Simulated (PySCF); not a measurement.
# Sm: interval between two levels

Sm [Xe] 4f6 6s2 [7F6, M_J = 6] → Sm [Xe] 4f5 6s2 6p1 [7I9, M_J = 9], as a difference of total energies. Computed with PySCF 2.14 in x2c-TZVPall-2c with one added diffuse shell each of s, p, d, f type (12s12p11d5f1g, 147 functions), with the two-component X2C-1e Hamiltonian. Correlated levels: [Ar] 3d10 frozen; the 18 highest virtual spinors dropped. "Screened" scales the spin-orbit matrix elements by Boettger's factors to mimic the two-electron term; Breit and QED terms are absent.

```tsv
method	interval between two levels (cm⁻¹)
GHF (screened spin-orbit)	22006
GMP2 (screened spin-orbit)	35789
```

The labels give the starting determinants; with spin-orbit coupling the two ends relaxed to ⟨J²⟩ = 42.02, ⟨L²⟩ = 12.23, ⟨S²⟩ = 11.95 and ⟨J²⟩ = 93.72, ⟨L²⟩ = 44.49, ⟨S²⟩ = 12.73.

The determinant of the upper state mixes levels of different J (the jj label is only the starting occupation), so the difference between spin-free and spin-orbit rows is not the physical spin-orbit shift.
